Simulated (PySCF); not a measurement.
Method: PBE-D3(BJ)/def2-TZVP // B3LYP-D3(BJ)/def2-SVP (PySCF). All species are isolated molecules in the gas phase. One relaxed conformer stands for a flexible species; it need not be the lowest. Excitations are Tamm–Dancoff values on a coarser integration grid. The basis has no diffuse functions, so Rydberg states are missing or too high.

Reference species (SMILES): `C(F)([Si@H]([SiH3])[SiH2]OC)(F)F` (C–O–Si–Si torsion -177°, O–Si–Si–Si torsion 25°) (neutral, multiplicity 1).

```
Item                   Result
-------------------  --------
HOMO–LUMO gap         5.13 eV
LUMO                 -1.74 eV
S1 excitation (TDA)   5.20 eV
S1–T1 gap (TDA)       0.30 eV
```

Changed species: `CO[Si]([SiH3])([SiH3])C(F)(F)F` (C–O–Si–Si torsion 175°).

What does the change do to the HOMO–LUMO gap, LUMO, S1 excitation (TDA) and S1–T1 gap (TDA)?

the HOMO–LUMO gap falls by 0.20 eV, to 4.93 eV; the LUMO stays essentially unchanged; the S1 excitation (TDA) falls by 0.09 eV, to 5.11 eV; the S1–T1 gap (TDA) rises by 0.15 eV, to 0.45 eV.
